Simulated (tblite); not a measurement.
Compound: C6H13O2P.
Z-matrix (Å and degrees, GFN2-xTB geometry), rows numbered from 1:
```
C 
O   1  1.4058
C   2  1.3952  1  112.50
C   3  1.5268  2  110.87  1  -175.22
C   4  1.5304  3  107.84  2  -160.65
C   5  1.5236  4  112.14  3   174.57
C   5  1.5298  4  106.25  3    51.89
P   7  1.8360  5  105.61  4   -36.39
O   8  1.4631  3  118.29  2    12.48
H   1  1.0966  2  110.87  3   -56.60
H   1  1.0980  2  111.01  3    64.69
H   1  1.0876  2  106.62  3  -175.92
H   3  1.1039  2  110.58  1   -52.38
H   4  1.0924  3  107.70  2   -42.10
H   4  1.0903  3  111.11  2    76.51
H   5  1.0960  4  108.38  3   -65.01
H   6  1.0876  5  110.52  4  -179.15
H   6  1.0877  5  110.32  4   -59.10
H   6  1.0875  5  110.46  4    60.84
H   7  1.0898  5  112.96  4  -160.17
H   7  1.0944  5  110.84  4    77.92
H   8  1.4013  3  105.51  2  -116.72
```

Computed with GFN2-xTB (tblite): harmonic, unscaled wavenumbers at the GFN2-xTB geometry, gas phase. The method is semi-empirical: single wavenumbers can be off by several per cent or more. Modes of hydrogen on phosphorus can be 10 to 20 % off. One conformer, not necessarily the lowest.

Harmonic wavenumbers (cm⁻¹): 40.2, 104.8, 143.6, 151.1, 213.8, 222.3, 238.7, 274.7, 326.4, 365.4, 413.5, 442.2, 478.7, 528.6, 625.1, 738.9, 787.6, 846.3, 890.2, 936.2, 944.8, 972.3, 995.4, 1013.5, 1050.1, 1082.9, 1104.5, 1129.9, 1134.5, 1146.4, 1178.3, 1198.6, 1204.7, 1239.1, 1256.6, 1288.3, 1308.3, 1317.5, 1334.8, 1403.6, 1414.6, 1429.7, 1462.9, 1475.2, 1476.4, 1496.9, 1497.9, 2219.8, 2798.4, 2893.2, 2921.8, 2923.6, 2943.9, 2981.3, 2986.5, 2995.9, 3035.8, 3036.2, 3037.2, 3042.5.

A = 2241, B = 1042, C = 780.8 MHz; mass 148.065 u (most abundant isotopes); point group C1, symmetry number 1.

Question: What is the zero-point energy?

Answer: ½Σν̃ = 40071 cm⁻¹ = 479.36 kJ/mol.

Question: Give the ideal-gas entropy at 350 K and 1 bar in the rigid-rotor, harmonic-oscillator model (classical rotation).

Answer: Translation 174.52, rotation 125.67, vibration 146.51: S = 446.7 J/(mol K).

Question: And Cp and H(350 K) − H(0)?

Answer: Cp = 195.97 J/(mol K), of which vibrations give 162.71 (their classical limit is 60 R = 498.9); H(350 K) − H(0) = 39.40 kJ/mol without the zero-point energy, 27.76 from vibrations.

Question: What must be added to the electronic energy to get the Gibbs energy at 350 K and 1 bar?

Answer: ZPE + [H(350 K) − H(0)] − T·S = 479.36 + 39.40 − 156.34 = 362.42 kJ/mol.

Question: Which modes carry the vibrational entropy at 350 K?

Answer: 40.2 cm⁻¹: 23.29; 104.8 cm⁻¹: 15.38; 143.6 cm⁻¹: 12.82; 151.1 cm⁻¹: 12.41; 213.8 cm⁻¹: 9.65; 222.3 cm⁻¹: 9.35 J/(mol K); the other 54 give 63.62 together.

Hindered rotation and anharmonicity are outside this model. Other conformers, if any are populated, would add a mixing term that is left out. The structure is chiral; the term R ln 2 for an equal mix with its mirror image is left out.
